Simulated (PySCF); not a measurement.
F₅Ta, singlet, geometry from GFN2-xTB (such geometries of metal compounds can be far from the true shape) (core potentials on Ta); PySCF with DF-B3LYP/def2-SVPD.

Here is a job for PySCF.
```python
from pyscf import gto, scf, dft

mol = gto.Mole()
mol.atom = '''
    Ta    0.000000   -0.000000    0.000000
    F     1.178466   -0.709650    1.153958
    F    -1.178466    0.709650   -1.153958
    F     0.122508    1.598524    0.857934
    F     1.122093   -0.379802   -1.379491
    F    -1.244602   -1.218722    0.521557
'''
mol.basis = 'def2-svpd'
mol.ecp = {'Ta': 'def2-svpd'}
mol.charge = 0
mol.spin = 0
mol.verbose = 4
mol.max_memory = 1800
mol.build()

mf = dft.RKS(mol)
mf.xc = 'b3lyp'
mf = mf.density_fit(auxbasis='def2-universal-jkfit')
mf.kernel()
```

The log (banner, timings and long lists left out):

```
PySCF version 2.14.0

[INPUT] verbose = 4
[INPUT] num. atoms = 6
[INPUT] num. electrons = 58
[INPUT] charge = 0
[INPUT] spin (= nelec alpha-beta = 2S) = 0
[INPUT] symmetry False subgroup None
[INPUT] Mole.unit = angstrom
[INPUT] Symbol           X                Y                Z      unit          X                Y                Z       unit  Magmom
[INPUT]  1 Ta     0.000000000000   0.000000000000   0.000000000000 AA    0.000000000000   0.000000000000   0.000000000000 Bohr   0.0
[INPUT]  2 F      1.178466000000  -0.709650000000   1.153958000000 AA    2.226977987112  -1.341044144298   2.180664579251 Bohr   0.0
[INPUT]  3 F     -1.178466000000   0.709650000000  -1.153958000000 AA   -2.226977987112   1.341044144298  -2.180664579251 Bohr   0.0
[INPUT]  4 F      0.122508000000   1.598524000000   0.857934000000 AA    0.231506568068   3.020772563544   1.621260292953 Bohr   0.0
[INPUT]  5 F      1.122093000000  -0.379802000000  -1.379491000000 AA    2.120448456292  -0.717721761562  -2.606860181302 Bohr   0.0
[INPUT]  6 F     -1.244602000000  -1.218722000000   0.521557000000 AA   -2.351956914086  -2.303050801982   0.985599888350 Bohr   0.0

nuclear repulsion = 324.517718156056
number of shells = 58
number of NR pGTOs = 225
number of NR cGTOs = 150
basis = def2-svpd
ecp = {'Ta': 'def2-svpd'}

******** <class 'pyscf.df.df_jk.DFRKS'> ********
method = DFRKS
initial guess = minao
damping factor = 0
level_shift factor = 0
DIIS = <class 'pyscf.scf.diis.CDIIS'>
diis_start_cycle = 1
diis_space = 8
diis_damp = 0
SCF conv_tol = 1e-09
SCF conv_tol_grad = None
SCF max_cycles = 50
direct_scf = False
XC library pyscf.dft.libxc version 7.1.2
    S. Lehtola, C. Steigemann, M. J. T. Oliveira, and M. A. L. Marques,  SoftwareX 7, 1–5 (2018)
XC functionals = b3lyp
    P. J. Stephens, F. J. Devlin, C. F. Chabalowski, and M. J. Frisch,  J. Phys. Chem. 98, 11623 (1994)
radial grids:
    Treutler-Ahlrichs [JCP 102, 346 (1995); DOI:10.1063/1.469408] (M4) radial grids

becke partition: Becke, JCP 88, 2547 (1988); DOI:10.1063/1.454033
pruning grids: <function nwchem_prune>
grids dens level: 3
symmetrized grids: False
atomic radii adjust function: <function treutler_atomic_radii_adjust>
small_rho_cutoff = 0
Set gradient conv threshold to 3.16228e-05
Initial guess from minao.
tot grids = 95320
******** <class 'pyscf.df.df.DF'> ********
auxbasis = def2-universal-jkfit
init E= -543.360174472838
  HOMO = -0.720319467857359  LUMO = -0.405151197606477  gap/eV = 8.57617
cycle= 1 E= -556.094539774298  delta_E= -12.7  |g|= 0.882  |ddm|=  8.2
  HOMO = -0.32400119036949  LUMO = -0.00957359732308274  gap/eV = 8.55601
cycle= 2 E= -555.998531291893  delta_E= 0.096  |g|= 1.21  |ddm|= 1.65
  HOMO = -0.441992526233455  LUMO = -0.0467906829403927  gap/eV = 10.75399
cycle= 3 E= -556.209150252294  delta_E= -0.211  |g|= 0.243  |ddm|= 0.843
  HOMO = -0.448354673939152  LUMO = -0.0861683566311437  gap/eV = 9.85559
cycle= 4 E= -556.221500274066  delta_E= -0.0124  |g|= 0.018  |ddm|= 0.229
  HOMO = -0.447358076765319  LUMO = -0.0833609252724105  gap/eV = 9.90487
cycle= 5 E= -556.221550435638  delta_E= -5.02e-05  |g|= 0.00911  |ddm|= 0.0155
  HOMO = -0.447509527447374  LUMO = -0.0834773480373698  gap/eV = 9.90582
cycle= 6 E= -556.22156344716  delta_E= -1.3e-05  |g|= 0.00197  |ddm|= 0.00697
  HOMO = -0.44758101500798  LUMO = -0.0834587078163533  gap/eV = 9.90827
cycle= 7 E= -556.221564080571  delta_E= -6.33e-07  |g|= 7.54e-05  |ddm|= 0.00148
  HOMO = -0.447602563975952  LUMO = -0.0834868593994301  gap/eV = 9.90809
cycle= 8 E= -556.221564081896  delta_E= -1.33e-09  |g|= 6.48e-06  |ddm|= 0.000119
  HOMO = -0.447601847279512  LUMO = -0.0834853926135439  gap/eV = 9.90811
cycle= 9 E= -556.221564081908  delta_E= -1.23e-11  |g|= 1.9e-06  |ddm|= 9.15e-06
  HOMO = -0.44760163520538  LUMO = -0.0834852851876509  gap/eV = 9.90811
Extra cycle  E= -556.221564081905  delta_E= 3.41e-12  |g|= 3.56e-06  |ddm|= 3.66e-06
converged SCF energy = -556.221564081905
```
